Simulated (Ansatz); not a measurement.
Relaxation of C3H7FGe (12 atoms, charge 0, multiplicity 1), to a largest force component of 0.015 eV/Å in at most 40 steps.

Computed with Ansatz, RKS BLYP/def2-SVP.

```xyz
12
Properties=species:S:1:pos:R:3:forces:R:3
C -1.671 1.155 -0.185 -2.20 3.50 -0.56
C -0.359 0.670 0.127 1.65 -2.11 -0.32
F 0.492 1.477 0.772 0.35 0.98 0.50
C 0.068 -0.559 -0.228 -1.72 0.07 -0.35
Ge 1.743 -1.279 0.163 1.57 -0.06 1.04
H -1.821 2.258 0.172 0.25 -1.44 -0.34
H -2.468 0.574 0.294 -0.31 -0.27 -0.01
H -1.838 1.212 -1.303 -0.06 -0.24 0.66
H -0.704 -1.194 -0.707 0.22 0.11 -0.03
H 1.850 -2.724 -0.325 0.04 -0.35 -0.18
H 1.947 -1.261 1.736 0.09 -0.06 -0.41
H 2.839 -0.383 -0.483 0.13 -0.13 0.03
```

Where does it end, and by what steps?

The forces met the threshold. The force dipped under the threshold on the way, but the program's further checks kept it going. After 25 steps the energy has fallen by 0.462 eV; H7 moved furthest, 0.92 Å.

```tsv
step	energy less start (eV)	largest force component (eV/Å)	accepted
0	0.0000	3.499	yes
1	-0.2988	1.465	yes
2	-0.3600	0.370	yes
3	-0.3687	0.141	yes
4	-0.3705	0.116	yes
5	-0.3715	0.040	yes
6	-0.3717	0.012	yes
7	-0.3724	0.109	yes
8	-0.3596	0.548	no
9	-0.3782	0.131	yes
10	-0.3833	0.261	yes
11	-0.3844	0.595	yes
12	-0.4228	0.224	yes
13	-0.4365	0.318	yes
14	-0.4373	0.640	yes
15	-0.4552	0.270	yes
16	-0.4565	0.196	yes
17	-0.4590	0.086	yes
18	-0.4598	0.086	yes
19	-0.4604	0.099	yes
20	-0.4608	0.041	yes
21	-0.4611	0.052	yes
22	-0.4613	0.033	yes
23	-0.4615	0.020	yes
24	-0.4615	0.015	yes
25	-0.4615	0.004	yes
```

```xyz
12
Properties=species:S:1:pos:R:3
C -1.752 1.240 -0.180
C -0.443 0.573 0.131
F 0.286 1.303 1.038
C 0.071 -0.577 -0.342
Ge 1.825 -1.279 0.200
H -1.581 2.256 -0.593
H -2.351 1.367 0.746
H -2.339 0.651 -0.909
H -0.535 -1.140 -1.068
H 2.060 -2.617 -0.556
H 1.873 -1.546 1.730
H 2.963 -0.285 -0.163
```

Time of the run: 81 s on 2 threads of Arm Neoverse V1 (shared host), peak memory 0.16 GiB.
